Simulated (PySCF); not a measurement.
# How methods differ on the excitation energy of Sn

Sn [Kr] 4d10 5s2 5p2 (3P) → Sn [Kr] 4d10 5s1 5p3, s spin flipped, as a difference of total energies. Computed with PySCF 2.14 in aug-cc-pwCVTZ-PP with ECP28MDF, with a scalar-relativistic core potential. Correlated levels: valence: 4s2 4p6 4d10 frozen. The calculations carry no spin-orbit coupling.

| method | excitation energy (eV) |
| --- | --- |
| UHF | 8.568 |
| MP2 (valence) | 7.585 |
| SCS-MP2 (valence) | 7.525 |

**Question.** How much does correlation contribute at MP2 (valence)?

**Answer.** 7.585 − (8.568) = -0.983 eV, measured against UHF.

The upper determinant mixes two multiplicities, so it lies between the two terms.

The upper state lies above the first ionisation limit, where it may autoionise and the basis confines it.

The coupled-cluster amplitudes are large for the upper state (T1 above 0.03 or a double amplitude above 0.15), so a single reference is strained.
